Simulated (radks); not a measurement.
Excited configurations of Cu+: one electron is placed in a higher orbital outside [Ar] 3d9. The ground configuration is [Ar] 3d10. Calculated with a radial shooting solver on a logarithmic mesh with Libxc functionals: non-relativistic Kohn-Sham, r2SCAN, spin-polarised, spherical densities, point nucleus; open shells are filled with parallel spins first; meta-GGA in the generalised Kohn-Sham scheme. Excitation = E - E(ground); binding = E(ion) - E, where the ion is the core of charge +2; n* = 2/sqrt(2 binding) in atomic units, and the quantum defect is n - n*.

| outer orbital | excitation (eV) | binding (eV) | n* | quantum defect | eigenvalue (eV) | <r> (bohr) |
|---|---|---|---|---|---|---|
| 4s | 3.409 | 17.785 | 1.749 | 2.251 | -14.254 | 2.482 |
| 4f | 17.804 | 3.390 | 4.007 | -0.007 | -2.431 | 9.022 |
| 5d | 17.763 | 3.431 | 3.983 | 1.017 | -2.636 | 10.64 |
| 7s | 18.738 | 2.456 | 4.707 | 2.293 | -2.001 | 16.94 |
| 7p | 19.065 | 2.129 | 5.056 | 1.944 | -1.726 | 19.37 |
| 7d | 19.614 | 1.580 | 5.870 | 1.130 | -1.270 | 25.29 |

Estimate the row for 5p.

Answer. excitation (eV) 15.648; binding (eV) 5.545; n* 3.133; quantum defect 1.867; eigenvalue (eV) -4.391; <r> (bohr) 7.125. The Delta-SCF ionisation energy is 21.194 eV (NIST Atomic Spectra Database: 20.292 eV, measured). Self-interaction in the functional shifts the binding energies and quantum defects, so they are the method's values and not measured ones. Open shells are spherical and high-spin; term and fine-structure splittings are not resolved.
